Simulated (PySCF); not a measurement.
# From computed data to an observable: chemical shift, span and skew from a shielding tensor

Si(H)(OH) (H2OSi), SMILES O[SiH] (connectivity only; charge and spin as stated), neutral, multiplicity 1. Atoms are numbered in the order given.

```xyz
4

Si     0.1007     0.6300     0.0000
H     -1.4326     0.8430     0.0000
O      0.0962    -1.0225     0.0000
H     -0.7461    -1.4832     0.0000
```
Charge 0, spin multiplicity 1.

The structure is a stationary point at PBE0-D3(BJ)/def2-TZVP.

GIAO shieldings from B3LYP/pcSseg-2 in PySCF, non-relativistic, no solvent. The symmetric part of the tensor of Si1 has the principal values -713.0, 210.7, 308.6 ppm. The same nucleus in TMS has σ = 325.2 ppm at this level (PySCF, at its B3LYP-D3(BJ)/def2-TZVP geometry).

Work out the isotropic shielding, the ²⁹Si shift against TMS, the span and the skew.


σ(iso) = (σ11 + σ22 + σ33)/3 = -64.6 ppm. δ = σ(ref) − σ(iso) = 325.2 − (-64.6) = 389.8 ppm.
Span Ω = σ33 − σ11 = 1021.6 ppm. Skew κ = 3(σ(iso) − σ22)/Ω = -0.81. Tumbling in solution averages the tensor to δ; in a static solid the shielding alone would spread this spin-1/2 line over Ω.
